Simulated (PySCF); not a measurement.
# [NdF4]−: one run

[NdF4]− (singlet in the valence; each metal's 4f electrons, 3 of them, lie in its core potential, out of spins and levels). PySCF 2.14.0, RKS PBE0, Nd lcecp-1-TZVP with ECP49, F def2-TZVP; non-relativistic Hamiltonian with scalar-relativistic core potentials where named; density fitting; no spin-orbit coupling. Purpose: basis and core treatment f-in-core-III/TZVP.

```python
mol = gto.M(atom='''
Nd     0.00000    -0.00000     0.00000
F      1.23031     1.23031     1.23031
F     -1.23031    -1.23031     1.23031
F      1.23031    -1.23031    -1.23031
F     -1.23031     1.23031    -1.23031''',
    basis={'Nd': 'lcecp-1-TZVP', 'F': 'def2-TZVP'},
    ecp={'Nd': 'lcecp-1-TZVP'},
    charge=-1, spin=0)
mf = dft.RKS(mol, xc='PBE0')
mf.grids.atom_grid = (75, 302)  # f atoms: unpruned, at least (60, 302)
mf = mf.density_fit()  # fitting sets: Nd AutoAux, F def2-universal-JKFIT
mf.conv_tol = 1e-08; mf.max_cycle = 55
mf.kernel(dm0)  # dm0: free metal ions and neutral atoms
mf.nuc_grad_method().kernel()
```

Run from Python with OMP_NUM_THREADS=2; the lines above give its settings. Where DIIS fails, smearing, a level shift and second-order steps follow.
It took 9.1 s on 2 threads of Arm Neoverse V2, with other jobs on the host.

(1) Where do the frontier levels lie, over both spins?

(2) What are the Mulliken charges and spins?

(3) What forces act on the atoms (eV/Å)?

The geometry was relaxed with PBE0 (Nd lcecp-1-SVP with ECP49, F def2-SVP).

An lcecp potential fixes the number of 4f electrons, so in runs with it no electron can move into or out of that shell.

Results:

(1) HOMO -5.09 eV, LUMO 3.55 eV. The 4f levels lie in the core potential and are missing.

(2) 
| atom | charge (e) | spin (e) |
| --- | --- | --- |
| Nd1 | 1.599 | 0.000 |
| F2 | -0.650 | 0.000 |
| F3 | -0.650 | 0.000 |
| F4 | -0.650 | 0.000 |
| F5 | -0.650 | 0.000 |
The spin of the 4f electrons in the core isn't counted.

(3) 
```
Nd   0.00  0.00  0.00
F    0.16  0.16  0.16
F   -0.16 -0.16  0.16
F    0.16 -0.16 -0.16
F   -0.16  0.16 -0.16
```
Forces carry noise of the integration grid, about 0.01 to 0.03 eV/Å.
